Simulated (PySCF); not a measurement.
C₂H₇AlO, singlet, at a GFN2-xTB geometry (such geometries of metal compounds can be far from the true shape); CAMB3LYP/6-31G, TDDFT in PySCF.

Input for PySCF:
```python
from pyscf import gto, scf, dft, tdscf

mol = gto.Mole()
mol.atom = '''
    Al   -0.537485    0.520755    0.380482
    H    -2.048435    0.620966    0.616850
    C     0.762295    1.871223    1.057546
    H     1.501327    1.429876    1.734443
    H     0.266985    2.676165    1.604962
    H     1.333831    2.337132    0.247945
    O    -0.114477   -0.816681   -0.487025
    C     0.222823   -1.957066   -1.223050
    H     0.135717   -1.750324   -2.292498
    H     1.250610   -2.254978   -1.002738
    H    -0.447621   -2.780149   -0.966004
'''
mol.basis = '6-31g'
mol.charge = 0
mol.spin = 0
mol.verbose = 4
mol.build()

mf = dft.RKS(mol)
mf.xc = 'camb3lyp'
mf.kernel()
td = mf.TDDFT()
td.nstates = 5
td.kernel()
td.analyze()
```

The log (banner, timings and long lists left out):

```
PySCF version 2.14.0

[INPUT] verbose = 4
[INPUT] num. atoms = 11
[INPUT] num. electrons = 40
[INPUT] charge = 0
[INPUT] spin (= nelec alpha-beta = 2S) = 0
[INPUT] symmetry False subgroup None
[INPUT] Mole.unit = angstrom
[INPUT] Symbol           X                Y                Z      unit          X                Y                Z       unit  Magmom
[INPUT]  1 Al    -0.537485000000   0.520755000000   0.380482000000 AA   -1.015699446062   0.984084327998   0.719006775327 Bohr   0.0
[INPUT]  2 H     -2.048435000000   0.620966000000   0.616850000000 AA   -3.870981133973   1.173455672667   1.165677559938 Bohr   0.0
[INPUT]  3 C      0.762295000000   1.871223000000   1.057546000000 AA    1.440528776125   3.536098987987   1.998472304129 Bohr   0.0
[INPUT]  4 H      1.501327000000   1.429876000000   1.734443000000 AA    2.837096853415   2.702074032089   3.277622248669 Bohr   0.0
[INPUT]  5 H      0.266985000000   2.676165000000   1.604962000000 AA    0.504528529367   5.057218914147   3.032938620334 Bohr   0.0
[INPUT]  6 H      1.333831000000   2.337132000000   0.247945000000 AA    2.520575286455   4.416539396957   0.468548143955 Bohr   0.0
[INPUT]  7 O     -0.114477000000  -0.816681000000  -0.487025000000 AA   -0.216330177562  -1.543303421136  -0.920343865816 Bohr   0.0
[INPUT]  8 C      0.222823000000  -1.957066000000  -1.223050000000 AA    0.421074444254  -3.698318747698  -2.311229536649 Bohr   0.0
[INPUT]  9 H      0.135717000000  -1.750324000000  -2.292498000000 AA    0.256467960448  -3.307632989253  -4.332193361113 Bohr   0.0
[INPUT] 10 H      1.250610000000  -2.254978000000  -1.002738000000 AA    2.363310388642  -4.261290836919  -1.894900194694 Bohr   0.0
[INPUT] 11 H     -0.447621000000  -2.780149000000  -0.966004000000 AA   -0.845881097604  -5.253720195483  -1.825482995234 Bohr   0.0

nuclear repulsion = 153.941924482515
number of shells = 36
number of NR pGTOs = 140
number of NR cGTOs = 54
basis = 6-31g
ecp = {}

******** <class 'pyscf.dft.rks.RKS'> ********
method = RKS
initial guess = minao
damping factor = 0
level_shift factor = 0
DIIS = <class 'pyscf.scf.diis.CDIIS'>
diis_start_cycle = 1
diis_space = 8
diis_damp = 0
SCF conv_tol = 1e-09
SCF conv_tol_grad = None
SCF max_cycles = 50
direct_scf = True
direct_scf_tol = 1e-13
XC library pyscf.dft.libxc version 7.1.2
    S. Lehtola, C. Steigemann, M. J. T. Oliveira, and M. A. L. Marques,  SoftwareX 7, 1–5 (2018)
XC functionals = camb3lyp
    T. Yanai, D. P. Tew, and N. C. Handy,  Chem. Phys. Lett. 393, 51 (2004)
radial grids:
    Treutler-Ahlrichs [JCP 102, 346 (1995); DOI:10.1063/1.469408] (M4) radial grids

becke partition: Becke, JCP 88, 2547 (1988); DOI:10.1063/1.454033
pruning grids: <function nwchem_prune>
grids dens level: 3
symmetrized grids: False
atomic radii adjust function: <function treutler_atomic_radii_adjust>
small_rho_cutoff = 0
Set gradient conv threshold to 3.16228e-05
Initial guess from minao.
tot grids = 130160
init E= -398.060440097825
  HOMO = -0.32249557706233  LUMO = -0.0283367696879742  gap/eV = 8.00447
cycle= 1 E= -397.841452276938  delta_E= 0.219  |g|= 0.752  |ddm|= 2.69
  HOMO = -0.154058839760723  LUMO = 0.050325266336924  gap/eV = 5.56157
cycle= 2 E= -397.715444912883  delta_E= 0.126  |g|= 1.11  |ddm|= 1.37
  HOMO = -0.307303850746607  LUMO = 0.0208047604565733  gap/eV = 8.92829
cycle= 3 E= -397.956199922789  delta_E= -0.241  |g|= 0.08  |ddm|= 0.869
  HOMO = -0.309699096964116  LUMO = 0.0224932952915615  gap/eV = 9.03942
cycle= 4 E= -397.957527503772  delta_E= -0.00133  |g|= 0.0369  |ddm|= 0.0941
  HOMO = -0.308596808630756  LUMO = 0.0234406032491383  gap/eV = 9.03520
cycle= 5 E= -397.957892890539  delta_E= -0.000365  |g|= 0.00168  |ddm|= 0.0308
  HOMO = -0.308840455898197  LUMO = 0.0233349548197757  gap/eV = 9.03895
cycle= 6 E= -397.95789438199  delta_E= -1.49e-06  |g|= 0.000683  |ddm|= 0.00431
  HOMO = -0.308794241243771  LUMO = 0.0233427074395294  gap/eV = 9.03791
cycle= 7 E= -397.957894517676  delta_E= -1.36e-07  |g|= 0.000195  |ddm|= 0.000807
  HOMO = -0.308798653347643  LUMO = 0.0233426958170957  gap/eV = 9.03803
cycle= 8 E= -397.957894529163  delta_E= -1.15e-08  |g|= 2.49e-05  |ddm|= 0.00027
  HOMO = -0.308797430208346  LUMO = 0.0233411333669042  gap/eV = 9.03795
cycle= 9 E= -397.957894529422  delta_E= -2.59e-10  |g|= 2.41e-06  |ddm|= 5.42e-05
  HOMO = -0.30879712912113  LUMO = 0.0233418576803588  gap/eV = 9.03796
Extra cycle  E= -397.957894529424  delta_E= -2.5e-12  |g|= 9.54e-07  |ddm|= 7.64e-06
converged SCF energy = -397.957894529424

******** <class 'pyscf.tdscf.rks.TDDFT'> for <class 'pyscf.dft.rks.RKS'> ********
nstates = 5 singlet
deg_eia_thresh = 1.000e-03
wfnsym = None
conv_tol = 1e-05
eigh lindep = 1e-12
eigh level_shift = 0
eigh max_cycle = 100

Excitation energies (eV)
[5.39145242 6.9010662  6.93164311 7.06826055 7.60735878]

** Singlet excitation energies and oscillator strengths **
Excited State   1:      5.39145 eV    229.96 nm  f=0.0016
      20 -> 21       -0.70267
Excited State   2:      6.90107 eV    179.66 nm  f=0.0666
      18 -> 21       -0.10443
      19 -> 21        0.53069
      20 -> 22       -0.41842
      20 -> 23        0.10205
Excited State   3:      6.93164 eV    178.87 nm  f=0.0032
      18 -> 21        0.69160
Excited State   4:      7.06826 eV    175.41 nm  f=0.1062
      19 -> 21        0.42880
      20 -> 22        0.46098
      20 -> 23       -0.28148
Excited State   5:      7.60736 eV    162.98 nm  f=0.0099
      19 -> 22        0.64541
      19 -> 23       -0.26207

** Transition electric dipole moments (AU) **
state          X           Y           Z        Dip. S.      Osc.
  1         0.0214      0.0649     -0.0881      0.0124      0.0016
  2        -0.4363      0.3366      0.3008      0.3941      0.0666
  3        -0.0897      0.0344      0.0984      0.0189      0.0032
  4         0.1591      0.6484      0.4091      0.6132      0.1062
  5        -0.0002     -0.1021      0.2063      0.0530      0.0099

** Transition velocity dipole moments (imaginary part, AU) **
state          X           Y           Z        Dip. S.      Osc.
  1         0.0068      0.0056     -0.0050      0.0001      0.0003
  2        -0.1243      0.0399      0.0489      0.0194      0.0511
  3        -0.0232     -0.0033      0.0266      0.0013      0.0033
  4         0.1035      0.1364      0.0790      0.0356      0.0912
  5         0.0058     -0.0574      0.0976      0.0128      0.0306

** Transition magnetic dipole moments (imaginary part, AU) **
state          X           Y           Z
  1        -0.2978      0.7571      0.4408
  2         0.1513     -0.0860      0.0073
  3        -0.3029      0.4413      0.3898
  4         0.0693     -0.0001     -0.0130
  5        -0.1735     -0.1448     -0.0355
```
